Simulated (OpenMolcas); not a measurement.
**Levels of K by method**

```yaml
Program: OpenMolcas 26.06
Basis: ANO-RCC-VTZP [6s5p2d1f]
Scalar_Hamiltonian: DKH2, point nucleus
Active_space: 1 electron in 4 orbitals (4s 4p)
State_averaging: 2S+1 = 2 even, 1 root; 2S+1 = 2 odd, 3 roots
Spin-orbit_coupling: state interaction with AMFI integrals over the reference wave functions, term energies averaged over their components
```

Methods on the same reference wave functions:
A. CASSCF
B. SS-CASPT2, IPEA 0.25 Eh, imaginary shift 0.1 Eh (closed shells correlated: 3s 3p)
C. XMS-CASPT2, IPEA 0.25 Eh, imaginary shift 0.1 Eh (closed shells correlated: 3s 3p)

Energies in cm⁻¹ above 4s ²S_1/2, the measured ground level; measured values from NIST Handbook of Basic Atomic Spectroscopic Data.

```json
{"Level": "4s ²S_1/2", "A": "0.0", "B": "0.0", "C": "0.0", "Measured": "0.0"}
{"Level": "4p ²P°_1/2", "A": "11499", "B": "12999", "C": "12975", "Measured": "12985"}
{"Level": "4p ²P°_3/2", "A": "11536", "B": "13036", "C": "13012", "Measured": "13043"}
```

Deviations, from unrounded energies. A percentage is the sum of absolute deviations over the sum of measured energies, with the sign that they share, or ± where signs differ.

```tsv
Against measurement	Levels	A	B	C
mean absolute deviation (cm-1)	2	1500	10	21
other configurations (%)	2	-11.5	±0.1	-0.2
```

B lies closest to measurement on these levels and A furthest from it. The largest miss of B in the table is 4p ²P°_1/2, by +14 cm-1. The ranking rests on the paired levels alone, and a cruder setting can come out closer through cancelling errors.

Between B and C the level of the table that moves most is 4p ²P°_1/2, by 24 cm-1 (lowest in C, highest in B).

The lowest spin-free term lies below A's lowest term by 0.222 hartree in B, 0.222 hartree in C.

ANO sets are built for ground and valence states and can reach diffuse excited orbitals poorly. With one active electron the reference holds no correlation, so core polarisation is missing (holds for A). With one active electron, CASPT2 adds the correlation within the correlated inactive shells and between them and that electron, and leaves the splitting within a term as the reference gives it (holds for B; C). Computed and measured levels are paired by configuration, term and J; levels that our copy of the source lacks, or whose pairing is in doubt (as where it misses far off the trend of its configuration), stay unpaired and out of the deviations. Levels of configurations outside the active space are missing.

° marks odd parity.
